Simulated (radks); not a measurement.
The numbers below are computed, except where a source is named.
Valence configurations of Rh+ (all share [Kr]). Level of theory: Dirac Kohn-Sham, PBEsol, spin-unpolarised, spherical densities, finite nucleus; open shells fill j = l - 1/2 first; Fermi nuclear charge, rms radius 4.4945 fm (a radial shooting solver on a logarithmic mesh with Libxc functionals). Energies are relative to 4d8; eigenvalues in eV.

valence          E (eV)  e(4d3/2)  e(4d5/2)  e(5p1/2)  e(5p3/2)  e(5s1/2)
4d8               0.000   -13.795   -13.393         -         -         -
4d7.5 5p0.5       3.883   -15.956   -15.536    -7.130         -         -
4d7 5p1           8.416   -18.138   -17.700    -7.962         -         -
4d6 5p2          19.567   -22.543   -22.068    -9.463         -         -
4d6 5s2           8.762   -20.259   -19.793         -         -   -13.535
4d7 5s1           3.482   -16.916   -16.483         -         -   -12.142
4d5.5 5s2 5p0.5  14.918   -22.577   -22.093    -9.017         -   -14.582
4d7 5s0.5 5p0.5   5.937   -17.535   -17.099    -7.616         -   -12.551
4d5 5p3          34.114   -27.145   -26.633   -10.892   -10.469         -

NIST lists [Kr] 4d8 as the ground configuration; this level of theory agrees among the configurations tried. The energies are those of spherical spin-averaged densities, not of single terms.
